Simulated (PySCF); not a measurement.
SMILES c1c([SiH2][GeH3])scc1 (C4H8GeSSi) (GFN2-xTB optimised geometry):

```
15

Ge    -3.222    -1.511     1.804
Si    -1.733    -1.780     0.023
C     -0.540    -0.337     0.000
C      0.824    -0.337     0.000
C      1.393     0.954     0.000
C      0.452     1.933     0.001
S     -1.141     1.292     0.002
H     -2.615    -1.594     3.174
H     -4.322    -2.530     1.858
H     -3.955    -0.204     1.831
H     -0.924    -2.995     0.160
H     -2.452    -1.822    -1.256
H      1.403    -1.243     0.001
H      2.452     1.144     0.001
H      0.592     2.995     0.000
```

Computed with PBE0/def2-TZVP (PySCF 2.14.0).

Task: What are the frontier orbital energies and the dipole moment?

Result: HOMO-2 -8.67 eV, HOMO-1 -7.41 eV, HOMO -6.96 eV, LUMO -0.88 eV, LUMO+1 0.02 eV; dipole moment 1.36 D.

Meta-Löwdin charges at PBE0/def2-TZVP: Ge1 0.09, Si2 0.41, C3 -0.36, C4 -0.14, C5 -0.15, C6 -0.26, S7 0.29, H8 -0.04, H9 -0.05, H10 -0.04, H11 -0.08, H12 -0.08, H13 0.13, H14 0.14, H15 0.15.
